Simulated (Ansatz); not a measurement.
Ansatz (a program for electronic structure) input (B3LYP-D3(BJ)/def2-TZVP):

Ansatz 0.2 input:
```yaml
crystal:
  periodic: [false, false, false]
  atoms:
    - {symbol: C, position_ang: [-1.64281214, 0.27827194, 0.02193341]}
    - {symbol: C, position_ang: [-1.25803757, -1.14795589, -0.20674132]}
    - {symbol: C, position_ang: [0.26495727, -1.07834323, -0.42092713]}
    - {symbol: C, position_ang: [0.70659956, 0.14050599, 0.39810870]}
    - {symbol: C, position_ang: [-0.44134390, 1.14476656, 0.19080129]}
    - {symbol: N, position_ang: [1.99447967, 0.66878352, -0.04479312]}
    - {symbol: H, position_ang: [-2.66210076, 0.63590376, 0.05160505]}
    - {symbol: H, position_ang: [-1.50072546, -1.77233893, 0.66638670]}
    - {symbol: H, position_ang: [-1.78113393, -1.60636623, -1.05209945]}
    - {symbol: H, position_ang: [0.49143630, -0.88127229, -1.47177482]}
    - {symbol: H, position_ang: [0.78356478, -1.99372552, -0.13041011]}
    - {symbol: H, position_ang: [0.71096698, -0.14820615, 1.46099237]}
    - {symbol: H, position_ang: [-0.53172524, 1.86313293, 1.01261986]}
    - {symbol: H, position_ang: [-0.22849314, 1.73408207, -0.71476832]}
    - {symbol: H, position_ang: [2.25337628, 1.48283679, 0.50165166]}
    - {symbol: H, position_ang: [2.72729696, -0.01900308, 0.09029911]}
basis:
  gaussian:
    orbitals: def2-TZVP
hamiltonian:
  xc: b3lyp
  dispersion: d3bj
magnetization: {spin_polarized: true, initial_magnetization: 1}
phonons: {temperatures: {t_min: 298.15, t_max: 298.15, t_step: 100}}
```

Output:

```
Functional definition: B3LYP
integrals: 0.18 GiB planned
1495 factors; their error is unknown
0.36 GiB of the device are held for the grids
1.45 GiB of device memory are held for the factors and their scratch space
mean field: 1.75 GiB planned
mean field evaluation 1: about -6823.7947 eV, gradient 5.8e1 eV
mean field evaluation 2: about -6805.1584 eV, gradient 8.5e1 eV
mean field evaluation 4: about -6839.3005 eV, gradient 3.5e0 eV
mean field evaluation 8: about -6839.3597 eV, gradient 6.4e-2 eV
mean field evaluation 16: about -6839.3172 eV, gradient 5.8e-4 eV
mean field -6839.31716620 eV, -251.3402700020 hartree, gradient 8.5e-5 eV, S^2 0.754360; 0 other end points of the search recorded, 0 dependent functions left out
the calculation of the forces begins
reference -6839.31746552 eV, -251.3402810019 hartree; 24, 23 occupied and 222, 223 virtual orbitals, 1495 factors
these checks for a lower state are left out or cut short: stability, starts, cluster_reference, orbital_swaps, neighbouring_geometries, increment
integrals: 0.18 GiB planned
1495 factors; their error is unknown
0.36 GiB of the device are held for the grids
1.45 GiB of device memory are held for the factors and their scratch space
mean field: 1.75 GiB planned
mean field -6839.31692061 eV, -251.3402609767 hartree, gradient 2.4e-6 eV, S^2 0.754365; 0 other end points of the search recorded, 0 dependent functions left out
the calculation of the forces begins
reference -6839.31722002 eV, -251.3402719799 hartree; 24, 23 occupied and 222, 223 virtual orbitals, 1495 factors
these checks for a lower state are left out or cut short: stability, starts, cluster_reference, orbital_swaps, neighbouring_geometries, increment
integrals: 0.18 GiB planned
1495 factors; their error is unknown
0.36 GiB of the device are held for the grids
1.45 GiB of device memory are held for the factors and their scratch space
mean field: 1.75 GiB planned
mean field evaluation 32: about -6839.3170 eV, gradient 1.5e-6 eV
mean field -6839.31702601 eV, -251.3402648502 hartree, gradient 2.4e-6 eV, S^2 0.754356; 0 other end points of the search recorded, 0 dependent functions left out
the calculation of the forces begins
reference -6839.31732524 eV, -251.3402758468 hartree; 24, 23 occupied and 222, 223 virtual orbitals, 1495 factors
these checks for a lower state are left out or cut short: stability, starts, cluster_reference, orbital_swaps, neighbouring_geometries, increment
integrals: 0.18 GiB planned
1495 factors; their error is unknown
0.36 GiB of the device are held for the grids
1.45 GiB of device memory are held for the factors and their scratch space
mean field: 1.75 GiB planned
mean field -6839.31703575 eV, -251.3402652082 hartree, gradient 2.4e-6 eV, S^2 0.754359; 0 other end points of the search recorded, 0 dependent functions left out
the calculation of the forces begins
reference -6839.31733503 eV, -251.3402762067 hartree; 24, 23 occupied and 222, 223 virtual orbitals, 1495 factors
these checks for a lower state are left out or cut short: stability, starts, cluster_reference, orbital_swaps, neighbouring_geometries, increment
integrals: 0.18 GiB planned
1495 factors; their error is unknown
0.36 GiB of the device are held for the grids
1.45 GiB of device memory are held for the factors and their scratch space
mean field: 1.75 GiB planned
mean field -6839.31701363 eV, -251.3402643952 hartree, gradient 2.4e-6 eV, S^2 0.754362; 0 other end points of the search recorded, 0 dependent functions left out
[...]
the calculation of the forces begins
reference -6839.31740127 eV, -251.3402786409 hartree; 24, 23 occupied and 222, 223 virtual orbitals, 1495 factors
these checks for a lower state are left out or cut short: stability, starts, cluster_reference, orbital_swaps, neighbouring_geometries, increment
integrals: 0.18 GiB planned
1495 factors; their error is unknown
0.36 GiB of the device are held for the grids
1.45 GiB of device memory are held for the factors and their scratch space
mean field: 1.75 GiB planned
mean field -6839.31709266 eV, -251.3402672997 hartree, gradient 2.4e-6 eV, S^2 0.754360; 0 other end points of the search recorded, 0 dependent functions left out
the calculation of the forces begins
reference -6839.31739199 eV, -251.3402782997 hartree; 24, 23 occupied and 222, 223 virtual orbitals, 1495 factors
these checks for a lower state are left out or cut short: stability, starts, cluster_reference, orbital_swaps, neighbouring_geometries, increment
integrals: 0.18 GiB planned
1495 factors; their error is unknown
0.36 GiB of the device are held for the grids
1.45 GiB of device memory are held for the factors and their scratch space
mean field: 1.75 GiB planned
mean field -6839.31705380 eV, -251.3402658715 hartree, gradient 2.4e-6 eV, S^2 0.754360; 0 other end points of the search recorded, 0 dependent functions left out
the calculation of the forces begins
reference -6839.31735312 eV, -251.3402768713 hartree; 24, 23 occupied and 222, 223 virtual orbitals, 1495 factors
these checks for a lower state are left out or cut short: stability, starts, cluster_reference, orbital_swaps, neighbouring_geometries, increment
integrals: 0.18 GiB planned
1495 factors; their error is unknown
0.36 GiB of the device are held for the grids
1.45 GiB of device memory are held for the factors and their scratch space
mean field: 1.75 GiB planned
mean field evaluation 640: about -6839.3171 eV, gradient 8.5e-3 eV
mean field -6839.31713238 eV, -251.3402687592 hartree, gradient 2.4e-6 eV, S^2 0.754360; 0 other end points of the search recorded, 0 dependent functions left out
the calculation of the forces begins
reference -6839.31743168 eV, -251.3402797585 hartree; 24, 23 occupied and 222, 223 virtual orbitals, 1495 factors
these checks for a lower state are left out or cut short: stability, starts, cluster_reference, orbital_swaps, neighbouring_geometries, increment
integrals: 0.18 GiB planned
1495 factors; their error is unknown
0.36 GiB of the device are held for the grids
1.45 GiB of device memory are held for the factors and their scratch space
mean field: 1.75 GiB planned
mean field -6839.31711888 eV, -251.3402682634 hartree, gradient 2.4e-6 eV, S^2 0.754360; 0 other end points of the search recorded, 0 dependent functions left out
the calculation of the forces begins
reference -6839.31741822 eV, -251.3402792639 hartree; 24, 23 occupied and 222, 223 virtual orbitals, 1495 factors
these checks for a lower state are left out or cut short: stability, starts, cluster_reference, orbital_swaps, neighbouring_geometries, increment
integrals: 0.18 GiB planned
1495 factors; their error is unknown
0.36 GiB of the device are held for the grids
1.45 GiB of device memory are held for the factors and their scratch space
mean field: 1.75 GiB planned
mean field -6839.31712968 eV, -251.3402686601 hartree, gradient 2.4e-6 eV, S^2 0.754360; 0 other end points of the search recorded, 0 dependent functions left out
the calculation of the forces begins
reference -6839.31742901 eV, -251.3402796604 hartree; 24, 23 occupied and 222, 223 virtual orbitals, 1495 factors
these checks for a lower state are left out or cut short: stability, starts, cluster_reference, orbital_swaps, neighbouring_geometries, increment
integrals: 0.18 GiB planned
1495 factors; their error is unknown
0.36 GiB of the device are held for the grids
1.45 GiB of device memory are held for the factors and their scratch space
mean field: 1.75 GiB planned
mean field -6839.31704489 eV, -251.3402655441 hartree, gradient 2.4e-6 eV, S^2 0.754360; 0 other end points of the search recorded, 0 dependent functions left out
the calculation of the forces begins
reference -6839.31734420 eV, -251.3402765436 hartree; 24, 23 occupied and 222, 223 virtual orbitals, 1495 factors
these checks for a lower state are left out or cut short: stability, starts, cluster_reference, orbital_swaps, neighbouring_geometries, increment
integrals: 0.18 GiB planned
1495 factors; their error is unknown
0.36 GiB of the device are held for the grids
1.45 GiB of device memory are held for the factors and their scratch space
mean field: 1.75 GiB planned
mean field -6839.31709644 eV, -251.3402674385 hartree, gradient 2.4e-6 eV, S^2 0.754360; 0 other end points of the search recorded, 0 dependent functions left out
the calculation of the forces begins
reference -6839.31739577 eV, -251.3402784386 hartree; 24, 23 occupied and 222, 223 virtual orbitals, 1495 factors
these checks for a lower state are left out or cut short: stability, starts, cluster_reference, orbital_swaps, neighbouring_geometries, increment
integrals: 0.18 GiB planned
1495 factors; their error is unknown
0.36 GiB of the device are held for the grids
1.45 GiB of device memory are held for the factors and their scratch space
mean field: 1.75 GiB planned
mean field evaluation 672: about -6839.3537 eV, gradient 6.1e-4 eV
mean field -6839.31708931 eV, -251.3402671766 hartree, gradient 2.4e-6 eV, S^2 0.754360; 0 other end points of the search recorded, 0 dependent functions left out
the calculation of the forces begins
reference -6839.31738863 eV, -251.3402781763 hartree; 24, 23 occupied and 222, 223 virtual orbitals, 1495 factors
these checks for a lower state are left out or cut short: stability, starts, cluster_reference, orbital_swaps, neighbouring_geometries, increment
integrals: 0.18 GiB planned
1495 factors; their error is unknown
0.36 GiB of the device are held for the grids
1.45 GiB of device memory are held for the factors and their scratch space
mean field: 1.75 GiB planned
mean field -6839.31716091 eV, -251.3402698079 hartree, gradient 2.4e-6 eV, S^2 0.754360; 0 other end points of the search recorded, 0 dependent functions left out
the calculation of the forces begins
reference -6839.31746022 eV, -251.3402808073 hartree; 24, 23 occupied and 222, 223 virtual orbitals, 1495 factors
these checks for a lower state are left out or cut short: stability, starts, cluster_reference, orbital_swaps, neighbouring_geometries, increment
integrals: 0.18 GiB planned
1495 factors; their error is unknown
0.36 GiB of the device are held for the grids
1.45 GiB of device memory are held for the factors and their scratch space
mean field: 1.75 GiB planned
mean field -6839.31715585 eV, -251.3402696218 hartree, gradient 2.4e-6 eV, S^2 0.754360; 0 other end points of the search recorded, 0 dependent functions left out
the calculation of the forces begins
reference -6839.31745518 eV, -251.3402806221 hartree; 24, 23 occupied and 222, 223 virtual orbitals, 1495 factors
Total energy: -6839.92691995 eV, -251.3626780392 hartree
Atom 0 at    -1.642812     0.278272     0.021933 Å, force     0.000047     0.000020    -0.000083 eV/Å
Atom 1 at    -1.258038    -1.147956    -0.206741 Å, force     0.000159    -0.000024    -0.000053 eV/Å
Atom 2 at     0.264957    -1.078343    -0.420927 Å, force     0.000038     0.000079     0.000106 eV/Å
Atom 3 at     0.706600     0.140506     0.398109 Å, force     0.000236    -0.000343     0.000718 eV/Å
Atom 4 at    -0.441344     1.144767     0.190801 Å, force    -0.000065     0.000145    -0.000300 eV/Å
Atom 5 at     1.994480     0.668784    -0.044793 Å, force    -0.000132    -0.000010    -0.000078 eV/Å
Atom 6 at    -2.662101     0.635904     0.051605 Å, force     0.000033    -0.000029     0.000031 eV/Å
Atom 7 at    -1.500725    -1.772339     0.666387 Å, force     0.000029     0.000047    -0.000013 eV/Å
Atom 8 at    -1.781134    -1.606366    -1.052099 Å, force    -0.000125    -0.000087    -0.000049 eV/Å
Atom 9 at     0.491436    -0.881272    -1.471775 Å, force    -0.000119     0.000038    -0.000108 eV/Å
Atom 10 at     0.783565    -1.993726    -0.130410 Å, force    -0.000092     0.000109    -0.000040 eV/Å
Atom 11 at     0.710967    -0.148206     1.460992 Å, force    -0.000041     0.000062    -0.000086 eV/Å
Atom 12 at    -0.531725     1.863133     1.012620 Å, force     0.000141    -0.000132     0.000005 eV/Å
Atom 13 at    -0.228493     1.734082    -0.714768 Å, force    -0.000065     0.000015    -0.000023 eV/Å
Atom 14 at     2.253376     1.482837     0.501652 Å, force     0.000046     0.000051    -0.000011 eV/Å
Atom 15 at     2.727297    -0.019003     0.090299 Å, force    -0.000091     0.000059    -0.000017 eV/Å
Dipole moment:     0.082453    -0.065262     0.243928 e Å
Vibrations: 158.03 180.57 224.66 346.92 365.10 465.51 551.01 667.89 815.42 842.43 876.22 913.01 925.81 945.84 1002.03 1025.29 1048.34 1102.73 1110.62 1186.73 1230.11 1248.81 1275.38 1298.12 1329.93 1345.28 1395.72 1399.18 1470.96 1473.85 1502.83 1658.21 2926.43 2944.69 2945.61 3018.11 3019.51 3041.96 3082.94 3201.63 3477.29 3550.75 cm⁻¹, zero-point energy 3.880178 eV
```

It need not be the lowest isomer of its formula.
